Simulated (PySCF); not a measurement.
F2, charge +1, doublet, geometry from GFN2-xTB (a state made from the parent by changing its charge; the spin is typed, not shown lowest). Base run: B3LYP/cc-pVTZ (PySCF).

The PySCF input:
```python
from pyscf import gto, scf, dft

mol = gto.Mole()
mol.atom = '''
    F    -0.000000   -0.000000   -0.646774
    F     0.000000    0.000000    0.646774
'''
mol.basis = 'cc-pvtz'
mol.charge = 1
mol.spin = 1
mol.verbose = 4
mol.build()

mf = dft.UKS(mol)
mf.xc = 'b3lyp'
mf.kernel()
```

The base run was repeated with changes; each row names its change, and settings that it needs were set with it.

| change | ΔE vs base (µEh) | grid points | electrons on the grid |
|---|---|---|---|
| base | 0.0 | 28528 | 17.00000 |
| grids.radi_method = delley | 0.0 | 30760 | 17.00000 |
| grids.atom_grid = (50, 194) | -15.0 | 13208 | 17.00002 |
| grids.prune = dft.gen_grid.sg1_prune | 26.5 | 12728 | 16.99994 |
| grids.radi_method = mura_knowles | 0.0 | 27664 | 17.00000 |
| grids.becke_scheme = stratmann | -5.5 | 28528 | 17.00001 |
| small_rho_cutoff = 0 | 0.0 | 28528 | 17.00000 |
| grids.level = 5 | -2.4 | 87760 | 17.00000 |
| grids.atom_grid = (99, 590) | -2.4 | 63880 | 17.00000 |
| grids.prune = dft.gen_grid.treutler_prune | 0.3 | 24856 | 17.00000 |
| grids.level = 2 | -0.1 | 23208 | 17.00000 |

Open shells are given as the SCF converged; they aren't shown to be the lowest states, and a large step between rows can be another state.
